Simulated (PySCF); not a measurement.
First SCF of a structure search on singlet CoN(OH)₂, at a hand-made trigonal planar (heavy-atom frame) geometry. PySCF input:

```python
from pyscf import gto, scf, dft
mol = gto.M(atom='''
Co     0.000000     0.000000     0.000000
N      1.630000     0.000000     0.000000
O     -0.870000     1.506900     0.000000
O     -0.870000    -1.506900     0.000000
H     -0.541700     2.409000     0.000000
H     -1.815400    -1.673600     0.000000''',
    basis={'Co': 'def2-TZVP', 'N': 'def2-TZVP', 'O': 'def2-TZVP', 'H': 'def2-TZVP'},
    charge=0, spin=0)
mf = dft.RKS(mol, xc='PBE0')
mf.grids.atom_grid = (50, 194)
aux = {'Co': 'def2-universal-JKFIT', 'N': 'def2-universal-JKFIT', 'O': 'def2-universal-JKFIT', 'H': 'def2-universal-JKFIT'}
mf = mf.density_fit(auxbasis=aux)
mf.conv_tol = 1e-08
mf.diis_space = 10
mf.max_cycle = 60
mf.init_guess = 'minao'
mf.verbose = 4
mf.kernel()
```

Excerpt of the output (cycles and frontier levels):

```
init E= -1587.69691651398
  HOMO = 0.0385585754033471  LUMO = 0.0807940388194022  gap/eV = 1.14929
cycle= 1 E= -1570.41110963773  delta_E= 17.3  |g|= 7.92  |ddm|= 9.31
  HOMO = -1.30156439128074  LUMO = -1.04290047087593  gap/eV = 7.03860
cycle= 2 E= -1489.85518441474  delta_E= 80.6  |g|= 24.5  |ddm|= 18.4
  HOMO = -0.726692590131615  LUMO = -0.671519345616908  gap/eV = 1.50134
cycle= 3 E= -1554.80641137954  delta_E=  -65  |g|= 16.3  |ddm|= 9.66
  HOMO = -0.581805016291709  LUMO = -0.556089130652051  gap/eV = 0.69976
cycle= 4 E= -1565.17316630266  delta_E= -10.4  |g|= 13.6  |ddm|= 5.54
  HOMO = -0.662894254746236  LUMO = -0.496403745837761  gap/eV = 4.53044
cycle= 5 E= -1571.51421920208  delta_E= -6.34  |g|= 11.3  |ddm|= 7.77
  HOMO = -0.478585900762386  LUMO = -0.445684698194331  gap/eV = 0.89529
cycle= 6 E= -1571.7675455881  delta_E= -0.253  |g|= 9.62  |ddm|= 3.63
  HOMO = -0.471552881315316  LUMO = -0.316093799624547  gap/eV = 4.23026
... 54 lines left out ...
cycle= 34 E= -1588.6655751186  delta_E= -5.68e-07  |g|= 0.000324  |ddm|= 0.00239
  HOMO = -0.285033560734427  LUMO = -0.165213242463932  gap/eV = 3.26048
cycle= 35 E= -1588.66557551986  delta_E= -4.01e-07  |g|= 0.000177  |ddm|= 0.00281
  HOMO = -0.285030431334399  LUMO = -0.165203840893079  gap/eV = 3.26065
cycle= 36 E= -1588.66557565061  delta_E= -1.31e-07  |g|= 6.25e-05  |ddm|= 0.00233
  HOMO = -0.285025519154037  LUMO = -0.16520489836596  gap/eV = 3.26049
cycle= 37 E= -1588.66557565578  delta_E= -5.18e-09  |g|= 1.91e-05  |ddm|= 0.000357
  HOMO = -0.285028992235337  LUMO = -0.165206647201574  gap/eV = 3.26053
Extra cycle  E= -1588.66557565455  delta_E= 1.24e-09  |g|= 0.000112  |ddm|= 5.06e-05
converged SCF energy = -1588.66557565455
```

No lower solution of this spin was found from smeared starts or by a stability analysis within the restricted form, which does not test spin polarisation.

At the minimum of this search the closed-shell solution is unstable towards spin polarisation, so a lower open-shell solution exists.

The search for the lowest solution, 3 starts and the stability check together, took 33 s on 4 threads of a shared Arm Neoverse V1 host, with 150 basis functions; the process peaked at 0.78 GiB.
